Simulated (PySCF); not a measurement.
Stretching BeIn

Set-up: PySCF, scalar-relativistic core potentials, basis sets Be def2-SVPD, In def2-SVPD with ECP28. Energies in eV from Be + In in their ground configurations at the same level. State: ²Π (doublet), unpaired electrons π ↑.

All columns are PW91. A positive dipole means Be(−)In(+).

```json
{"R (Å)": "2.227", "E (eV)": "-0.523", "μ (D)": "0.25", "Mulliken charge on Be (basis-dependent)": "-0.06", "HOMO (eV)": "-3.77", "LUMO (eV)": "-3.61", "Mayer bond order": "1.56", "⟨S²⟩": "0.75"}
{"R (Å)": "2.331", "E (eV)": "-0.701", "μ (D)": "0.33", "Mulliken charge on Be (basis-dependent)": "-0.04", "HOMO (eV)": "-3.66", "LUMO (eV)": "-3.50", "Mayer bond order": "1.49", "⟨S²⟩": "0.75"}
{"R (Å)": "2.435", "E (eV)": "-0.795", "μ (D)": "0.41", "Mulliken charge on Be (basis-dependent)": "-0.03", "HOMO (eV)": "-3.56", "LUMO (eV)": "-3.40", "Mayer bond order": "1.41", "⟨S²⟩": "0.75"}
{"R (Å)": "2.512", "E (eV)": "-0.827", "μ (D)": "0.48", "Mulliken charge on Be (basis-dependent)": "-0.02", "HOMO (eV)": "-3.50", "LUMO (eV)": "-3.33", "Mayer bond order": "1.36", "⟨S²⟩": "0.75"}
{"R (Å)": "2.590", "E (eV)": "-0.833", "μ (D)": "0.55", "Mulliken charge on Be (basis-dependent)": "-0.02", "HOMO (eV)": "-3.44", "LUMO (eV)": "-3.27", "Mayer bond order": "1.30", "⟨S²⟩": "0.75"}
{"R (Å)": "2.668", "E (eV)": "-0.820", "μ (D)": "0.62", "Mulliken charge on Be (basis-dependent)": "-0.01", "HOMO (eV)": "-3.39", "LUMO (eV)": "-3.22", "Mayer bond order": "1.25", "⟨S²⟩": "0.75"}
{"R (Å)": "2.771", "E (eV)": "-0.782", "μ (D)": "0.70", "Mulliken charge on Be (basis-dependent)": "-0.01", "HOMO (eV)": "-3.33", "LUMO (eV)": "-3.16", "Mayer bond order": "1.18", "⟨S²⟩": "0.75"}
{"R (Å)": "2.901", "E (eV)": "-0.714", "μ (D)": "0.78", "Mulliken charge on Be (basis-dependent)": "-0.01", "HOMO (eV)": "-3.26", "LUMO (eV)": "-3.13", "Mayer bond order": "1.09", "⟨S²⟩": "0.75"}
{"R (Å)": "3.056", "E (eV)": "-0.618", "μ (D)": "0.85", "Mulliken charge on Be (basis-dependent)": "-0.01", "HOMO (eV)": "-3.20", "LUMO (eV)": "-3.14", "Mayer bond order": "0.97", "⟨S²⟩": "0.75"}
{"R (Å)": "3.263", "E (eV)": "-0.489", "μ (D)": "0.89", "Mulliken charge on Be (basis-dependent)": "-0.01", "HOMO (eV)": "-3.13", "LUMO (eV)": "-3.14", "Mayer bond order": "0.82", "⟨S²⟩": "0.75"}
```

A fit through these points gives, at Re = 2.572 Å, μ = 0.53 D and dμ/dR = 0.873 D/Å; the reduced mass is 8.357 u.

**Question.** How strong is the fundamental in the double-harmonic approximation, I = 42.26·(dμ/dR)²/μred km/mol?

**Answer.** I = 42.26·(0.873)²/8.357 = 3.85 km/mol at PW91.

These are scalar-relativistic numbers at best; spin–orbit coupling would shift them, the dissociation energy most. The state is the lowest determinant that a PBE0 search found; another state may lie lower at other levels.
